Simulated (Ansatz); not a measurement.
C$_{2}$H$_{10}$BNSi, SMILES `CBN[SiH2]C`, 15 atoms. Charge 0, multiplicity 1. All runs use 4 threads of a server CPU on a shared host. Correlated methods freeze the cores.

Task: Give the basis size and wall time and peak host memory of each of these runs in Ansatz. RKS PBE0-D4/def2-TZVP frequencies; RHF-MP2/def2-QZVPP energy; RKS ωB97M-V/def2-TZVPP energy and forces; direct RPA on PBE orbitals/def2-TZVPP energy; RKS BLYP-D4/def2-TZVPP energy; RKS PBE0-D4/def2-QZVPP energy; RKS PBE0-D4/def2-TZVP relaxation (10 steps); RKS PBE0-D4/def2-SVP energy; RKS CAM-B3LYP-D4/def2-TZVPP energy; RKS r2SCAN0-D4/def2-TZVPP energy; RKS ωB97M-V/def2-SVP energy; RKS ωB97M-V/def2-QZVPP energy. (Best estimate.)

Result: Computed: Other jobs shared the machine, so times are rough.

| level | job | functions | wall time | peak host memory (GiB) |
| --- | --- | --- | --- | --- |
| RKS PBE0-D4/def2-SVP | energy | 124 | 1.2 s | 0.28 |
| RKS BLYP-D4/def2-TZVPP | energy | 306 | 2.4 s | 0.44 |
| RKS CAM-B3LYP-D4/def2-TZVPP | energy | 306 | 3.7 s | 0.97 |
| RKS ωB97M-V/def2-SVP | energy | 124 | 5 s | 0.4 |
| RKS r2SCAN0-D4/def2-TZVPP | energy | 306 | 5.5 s | 0.86 |
| direct RPA on PBE orbitals/def2-TZVPP | energy | 306 | 7 s | 0.89 |
| RKS PBE0-D4/def2-QZVPP | energy | 598 | 11 s | 2.5 |
| RKS ωB97M-V/def2-TZVPP | energy and forces | 306 | 13 s | 1.3 |
| RKS ωB97M-V/def2-QZVPP | energy | 598 | 25 s | 2.8 |
| RHF-MP2/def2-QZVPP | energy | 598 | 33 s | 5.1 |
| RKS PBE0-D4/def2-TZVP | relaxation (10 steps) | 221 | 34 s | 0.63 |
| RKS PBE0-D4/def2-TZVP | frequencies | 221 | 3.6 min | 0.63 |
